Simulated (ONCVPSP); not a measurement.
What the settings do to the ONCV potential of B

Base potential:

- Element: boron (B)
- Generator: ONCVPSP 4.0.1
- Type: optimised norm-conserving Vanderbilt (ONCV)
- Functional: PBE
- Relativity: scalar-relativistic
- Frozen core: [He]
- Valence charge: 3
- Reference configuration: 2s1 (charge +2)
- Partial waves: 2s: rc 1.20 bohr, ncon 5, nbas 9, qcut 6.9 1/bohr, 2 projectors, debl 0.4 Ha; p scattering state at 0.29 Ha: rc 1.00 bohr, ncon 5, nbas 9, qcut 6.6 1/bohr, 2 projectors, debl 0.4 Ha; d scattering state at 0.23 Ha: rc 1.20 bohr, ncon 4, nbas 9, qcut 8.3 1/bohr, 2 projectors, debl 3.2 Ha
- Local potential: polynomial inside 0.95 bohr (lpopt 5, dvloc0 3 Ha)
- Core correction: Teter function, fcfact 2.25, rcfact 1.6

In the s channel the program set the typed energies aside and used -1.157, 0.250 Ha. In the p channel the program set the typed energies aside and used 0.050, 0.450 Ha.

Cutoffs, loose and tight: the cutoffs (Ha) at which the residual kinetic energy of the hardest occupied pseudo-wave falls to 1 and 0.1 mHa per electron. They do not see the model core or the augmentation charge, which bear on the density cutoff. Test errors are all-electron minus pseudo excitation energies from the reference, over the configurations 2s2 2p1; 2s2; 2s2 2p0.5; 2s1 2p2. A dash means not determined; rows that change the core or the reference have their own tests.

| change | outcome | cutoff, loose | cutoff, tight | bound ghosts | GHOST(+) flags above zero | largest test error (meV) |
| --- | --- | --- | --- | --- | --- | --- |
| base | generated, projector energies reset by the program | 13 Ha | 18 Ha | none | p | +84 |
| core correction Teter function, fcfact 2.25, rcfact 0.96 | generated, projector energies reset by the program | 13 Ha | 18 Ha | none | p | +202 |
| core correction Teter function, fcfact 2.25, rcfact 1.38 | generated, projector energies reset by the program | 13 Ha | 18 Ha | none | p | +114 |
| core correction Teter function, fcfact 2.25, rcfact 1.54 | generated, projector energies reset by the program | 13 Ha | 18 Ha | none | p | +92 |
| core correction Teter function, fcfact 2.25, rcfact 1.98 | generated, projector energies reset by the program | 13 Ha | 18 Ha | none | p | -37 |

(1) What comes out with this change to the base: core correction Teter function, fcfact 2.25, rcfact 1.8?

(2) What comes out with this change to the base: core correction Teter function, fcfact 2.25, rcfact 1.16?

Answers

(1) outcome: generated, projector energies reset by the program; cutoff, loose: 13 Ha; cutoff, tight: 18 Ha; bound ghosts: none; GHOST(+) flags above zero: p; largest test error (meV): +51.

(2) outcome: generated, projector energies reset by the program; cutoff, loose: 13 Ha; cutoff, tight: 18 Ha; bound ghosts: none; GHOST(+) flags above zero: p; largest test error (meV): +156.

Reading the sweep of the rcfact (base included, trends over the rows without a ghost): The loose cutoff stays near 13 Ha. The median size of the test errors (rows with all tests solved) is not monotonic: lowest 13.7 meV at 1.8, highest 106.7 meV at 0.96.
